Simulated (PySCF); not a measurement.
[Ag(CO3)2]2-, C₂AgO₆ (charge -2 and doublet state).
Structure used (PBE0-D3(BJ)/def2-SVP), in Å, numbered top down from 1:
```xyz
9
C2AgO6 angstrom
Ag     0.0000    0.0000    0.0005
O      2.1118    0.5694    0.0062
C      1.8361    1.8509   -0.0029
O      2.7078    2.7307   -0.0045
O      0.5520    2.1148   -0.0102
O     -2.1117   -0.5694   -0.0059
C     -1.8361   -1.8509    0.0027
O     -2.7079   -2.7306    0.0022
O     -0.5520   -2.1149    0.0119
```

Method: PySCF 2.14.0, PBE0-D3(BJ)/def2-SVP geometry optimisation, gas phase, def2 core potentials past Kr.

Masses are those of the commonest isotopes; rigid-rotor values at the optimised geometry. The values belong to one conformer.

(1) Give the principal moments of inertia and the rotational constants in MHz.

(2) What kind of rotor is it?

(3) Is it planar, by Δ = Ic − Ia − Ib?

Answers

(1) Ia = 77.12, Ib = 864.96, Ic = 942.08 u·Å²; 505379 MHz·u·Å²/I gives A = 6553, B = 584.3, C = 536.5 MHz.

(2) A near-prolate asymmetric top: κ = (2 × 584.3 − 6553 − 536.5)/(6553 − 536.5) = -0.98.

(3) Planar: Δ = Ic − Ia − Ib = 0.00 u·Å². For a rigid frame Δ = −2 Σ m c², so it vanishes when all atoms lie in the ab plane; here none is more than 0.01 Å from it.

The point group D2h allows no dipole (computed: 0.00 D (about the centre of mass, as the species is charged)), so a rigid rotor has no electric-dipole lines.

Task: Estimate the classical rotational partition function at 10 K, 50 K and 500 K.

Result: Point group D2h, symmetry number σ = 4; q = (√π/σ)·√((kT/h)³/(ABC)), k/h = 20836.6 MHz/K: 930 at 10 K, 10400 at 50 K, 329000 at 500 K.

For this open shell read J as N, the rotation without spin; fine and hyperfine splittings come on top. No PBE0-D3(BJ)/def2-SVP frequencies stand behind this structure, so it isn't proved a minimum. ⟨S²⟩ = 0.756 (exact for a doublet: 0.75). Whether so highly charged an anion holds all its electrons in the gas phase wasn't checked; a finite basis holds them in any case. No counter-ion or solvent screens the charge of this multiply charged ion. No vibrational averaging or centrifugal distortion is included, and the geometry carries the error of its method.

The run took 40 s on an x86-64 server with one thread, no GPU, shared host. This is the geometry optimisation.

Caution for open-shell metal species: one SCF solution and one stationary point were followed, and a lower state or a bent or distorted shape isn't ruled out.
